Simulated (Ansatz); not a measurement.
Input for Ansatz (an electronic-structure program): R-PBE0/def2-TZVPPD on HF (SMILES F) with ghost functions, monomers drawn apart or pushed together. Files ending in .json are basis or fitting sets from the Basis Set Exchange.

Ansatz 0.2 input:
```yaml
crystal:
  periodic: [false, false, false]
  atoms:
    - {symbol: F, position_ang: [-0.05706465, 0.51311197, -0.03906524]}
    - {symbol: H, position_ang: [-0.42475143, 0.50043473, 0.81296299]}
basis:
  gaussian:
    orbitals: def2-TZVPPD.json
    ghost_atoms:
      - {symbol: C, position_ang: [0.85238785, -0.44372948, 4.33295779]}
      - {symbol: C, position_ang: [-0.55038847, 0.05946089, 4.00452643]}
      - {symbol: H, position_ang: [1.47148855, -0.50709444, 3.43660977]}
      - {symbol: H, position_ang: [0.81754250, -1.43701425, 4.78303774]}
      - {symbol: H, position_ang: [1.35378144, 0.22302970, 5.03612595]}
      - {symbol: H, position_ang: [-0.52212080, 1.06443143, 3.57053304]}
      - {symbol: H, position_ang: [-1.17765193, 0.12699096, 4.89474011]}
      - {symbol: H, position_ang: [-1.06561933, -0.61743288, 3.31498966]}
hamiltonian:
  xc: {name: PBE0}
scf: {lower_state_search: off}
```

Task: Give the final energy of this run.

Result: -100.3962 hartree.
